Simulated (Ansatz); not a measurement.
Frontier orbitals of CH7FGeO2Si, SMILES `CO[SiH](F)[O][GeH3]`.

```xyz
13

C     0.109   -2.183    0.783
O     0.114   -0.953    0.090
Si   -1.142    0.075   -0.015
F    -1.664    0.383    1.461
O    -0.626    1.418   -0.727
Ge    0.984    2.172   -0.897
H    -0.095   -2.036    1.848
H    -0.638   -2.870    0.371
H     1.095   -2.638    0.674
H    -2.286   -0.498   -0.744
H     1.688    2.143    0.467
H     1.765    1.381   -1.954
H     0.696    3.605   -1.358
```

The species carries charge 0 and has multiplicity 1. Correlated methods include outer-core shells of Ge, which these sets cover unevenly. Scalar relativity is left out up to krypton. Geometry: relaxed with PBE0-D4/def2-TZVP. It is one conformer, not always the lowest. Basis def2-TZVPP, Ansatz.

Orbital energies of one run (eV). Highest occupied ones, from the top: -6.94, -7.31, -7.58, -7.74, -8.65, -9.09, -9.23, -9.84, -10.39, -10.63, -11.22, -11.27, -11.80, -13.02. Empty: -0.66, -0.07, 0.56, 0.83, 1.04, 1.19.

Problem. Which functional gave them?
A. PBE0
B. HSE06 (plane-wave form)
C. BLYP
D. ωB97X-V

Solution. C. HOMO energies: BLYP -6.94, PBE0 -8.63, ωB97X-V -11.13, HSE06 -8.22 eV.
